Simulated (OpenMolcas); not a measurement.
# A ladder of methods for C2H4GaN (SMILES N=C=[CH][GaH2])

C2H4GaN has 8 atoms, charge 0, and is taken as a singlet. SMILES: `N=C=[CH][GaH2]`. The shape is that of a PBE0-D4/def2-TZVP optimisation.

```tsv
atom	x (Å)	y (Å)	z (Å)
N	0.3369	2.0617	-0.8546
C	0.3656	1.1149	-0.0960
C	0.4723	0.0257	0.6228
Ga	-0.3813	-1.5936	0.0072
H	-0.4114	2.7406	-0.7702
H	1.0405	0.0739	1.5452
H	-0.2319	-2.8864	0.8763
H	-1.1906	-1.5368	-1.3307
```

Quantity: the vertical energy of the triplet above the singlet, in eV. The values are calculated.

```json
{"level": "HF/def2-SVP", "kind": "Hartree–Fock", "program": "OpenMolcas", "value (eV)": "3.87", "CPU time (all runs)": "47 s"}
{"level": "SVWN5/def2-SVP", "kind": "LDA", "program": "OpenMolcas", "value (eV)": "3.91", "CPU time (all runs)": "1.9 min"}
{"level": "BLYP/def2-SVP", "kind": "GGA", "program": "OpenMolcas", "value (eV)": "3.80", "CPU time (all runs)": "2.5 min"}
{"level": "PBE/def2-SVP", "kind": "GGA", "program": "OpenMolcas", "value (eV)": "3.80", "CPU time (all runs)": "2.5 min"}
{"level": "TPSS/def2-SVP", "kind": "meta-GGA", "program": "OpenMolcas", "value (eV)": "3.79", "CPU time (all runs)": "3.4 min"}
{"level": "r2SCAN/def2-SVP", "kind": "meta-GGA", "program": "OpenMolcas", "value (eV)": "3.75", "CPU time (all runs)": "3.4 min"}
{"level": "BHLYP/def2-SVP", "kind": "global hybrid", "program": "OpenMolcas", "value (eV)": "4.02", "CPU time (all runs)": "2.2 min"}
{"level": "PBE0/def2-SVP", "kind": "global hybrid", "program": "OpenMolcas", "value (eV)": "3.91", "CPU time (all runs)": "2.2 min"}
```

All-electron rows without a relativistic Hamiltonian named are non-relativistic. The values span 3.75 to 4.02 eV. Times are those of the runs behind each value, whatever else they computed, on shared processors of several kinds: orders of magnitude only.
